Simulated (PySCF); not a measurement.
Level of theory: ωB97X-D3(BJ)/def2-TZVP // PBE0-D3(BJ)/def2-SVP run with PySCF. All species are isolated molecules in the gas phase. One relaxed conformer stands for a flexible species; it need not be the lowest. Delta-SCF ions had no search for a lower state. Excitations are Tamm–Dancoff values on a coarser integration grid. The basis has no diffuse functions, so Rydberg states are missing or too high.

Reference species (SMILES): `[Si]([SiH2]F)([SiH3])([SiH3])[SiH3]` (F–Si–Si–Si torsion 180°) (neutral, multiplicity 1).

```json
{
  "S1 excitation (TDA)": "6.11 eV",
  "vertical ionisation energy (Delta-SCF)": "9.91 eV"
}
```

Changed species: `N[SiH2][Si]([SiH3])([SiH3])[SiH3]` (one H of a SiH3 unit replaced by amino; the reference has one H of a SiH3 unit replaced by fluoro).

Task: Predict the effect on the S1 excitation (TDA) and vertical ionisation energy (Delta-SCF).

Result: the S1 excitation (TDA) falls by 0.07 eV, to 6.04 eV; the vertical ionisation energy (Delta-SCF) falls by 0.57 eV, to 9.34 eV.
